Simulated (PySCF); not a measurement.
Species: C5H11B.
Bonds: B1–C2, C2–C3, C3–C4, C4–C5, C5–C6, B1–C6. Hydrogens: H7 on B1; H8, H9 on C2; H10, H11 on C3; H12, H13 on C4; H14, H15 on C5; H16, H17 on C6.

The closed-shell ground state was solved at several levels (PySCF, density fitting, gas phase, non-relativistic). Geometry: PBE0-D3(BJ)/def2-SVP, one conformer, isolated molecule.

| level | basis functions | HOMO (eV) | LUMO (eV) | gap (eV) | dipole (D) |
| --- | --- | --- | --- | --- | --- |
| KT3/pcSseg-2 | 370 | -6.66 | -1.60 | 5.06 | 0.52 |
| B3LYP/pcJ-1 | 272 | -7.70 | -0.85 | 6.85 | 0.46 |
| B3LYP/def2-TZVP | 252 | -7.66 | -0.87 | 6.79 | 0.50 |
| B3LYP/pcJ-0 | 111 | -7.82 | -0.76 | 7.06 | 0.44 |
| B3LYP/def2-SVPD | 208 | -7.70 | -0.88 | 6.82 | 0.50 |
| B3LYP/6-31G* | 106 | -7.45 | -0.44 | 7.01 | 0.46 |

Question: Estimate the row for PBE0/pcSseg-1, a basis of 157 functions; the other rows only guide the guess.

Answer: HOMO -7.90 eV, LUMO -0.63 eV, gap 7.27 eV, dipole 0.46 D.

Question: Over all these levels, which gives the widest orbital gap and which the narrowest?

Answer: PBE0/pcSseg-1 (global hybrid, 25 % exact exchange) has the widest, 7.27 eV, and KT3/pcSseg-2 (GGA) the narrowest, 5.06 eV. Functional and basis both differ between the two, so the spread mixes both effects.

Question: How much does the basis alone move the frontier levels among the 5 B3LYP rows?

Answer: The HOMO by 0.37 eV and the LUMO by 0.44 eV. By rising basis size (HOMO, LUMO in eV): 6-31G* -7.45, -0.44; pcJ-0 -7.82, -0.76; def2-SVPD -7.70, -0.88; def2-TZVP -7.66, -0.87; pcJ-1 -7.70, -0.85.

Question: How far do the dipole and the HOMO energy spread over the levels?

Answer: The dipole runs from 0.44 to 0.52 D (mean 0.48 D) and the HOMO from -7.90 to -6.66 eV.
